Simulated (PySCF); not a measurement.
# Zn²⁺ (zinc, charge +2) across methods

[Ar] 3d10, closed-shell 1S. All numbers are calculated (PySCF 2.14, the spin-free X2C one-electron Hamiltonian (Gaussian nucleus), in aug-cc-pwCVTZ-DK). The B2PLYP total includes its PT2 part (frozen core); its orbital energies are those of the SCF part.

```
 method  E (hartree)  mean ε 3s (eV)  mean ε 3p (eV)  mean ε 3d (eV)  Σ⟨r²⟩ (bohr²)   ⟨S²⟩
   PBE0    -1794.658         -157.30         -109.96         -33.694          15.12  0.000
r2SCANh    -1794.853         -156.58         -108.76         -32.167          15.08  0.000
    PBE    -1794.644         -150.00         -104.25         -30.853          15.32  0.000
    UHF  -1793.36189         -178.18         -126.14         -41.395          14.74  0.000
    LDA    -1791.878         -149.48         -104.20         -31.228          15.32  0.000
 B2PLYP    -1794.630         -165.08         -116.04         -36.652          15.01  0.000
 r2SCAN    -1794.867         -154.15         -106.77         -31.034          15.14  0.000
```

(1) Estimate the same row for revPBE.

## Answers

(1) E (hartree) = -1794.812; mean ε 3s (eV) = -149.98; mean ε 3p (eV) = -104.17; mean ε 3d (eV) = -30.726; Σ⟨r²⟩ (bohr²) = 15.30; ⟨S²⟩ = 0.000.
